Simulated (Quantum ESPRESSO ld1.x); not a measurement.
Q: These are the eigenvalues of the occupied orbitals of an atom or ion with whole-number occupations (eV). Method: scalar-relativistic Kohn-Sham, LDA (Slater exchange, Perdew-Wang correlation), spin-polarised, spherical densities, point nucleus; computed with ld1.x of Quantum ESPRESSO 7.5.

| orbital | eigenvalue |
|---|---|
| 1s up | -24167.5 |
| 1s down | -24167.5 |
| 2s up | -3557.22 |
| 2s down | -3556.65 |
| 2p up | -3194.64 |
| 2p down | -3194.18 |
| 3s up | -667.189 |
| 3s down | -666.775 |
| 3p up | -548.057 |
| 3p down | -547.606 |
| 3d up | -358.309 |
| 3d down | -357.722 |
| 4s up | -117.569 |
| 4s down | -115.313 |
| 4p up | -83.0541 |
| 4p down | -80.7363 |
| 4d up | -33.5512 |
| 4d down | -31.2282 |
| 5p up | -16.9398 |

Which element is it, and in what charge state? The configuration may be excited. Open shells, if any, are filled with parallel spins first.

A: Z = 46, palladium, charge +2: Pd2+ in [Kr] 4d7 5p1. The list shows which subshells hold electrons but not how many an open one holds; the 1s level, -888.14 hartree, gives Z - s = 42.1 by -(Z - s)^2/2, which with screening and relativity narrows Z to a few neighbours, and the depths of the outer levels then fix element, charge and occupations together.
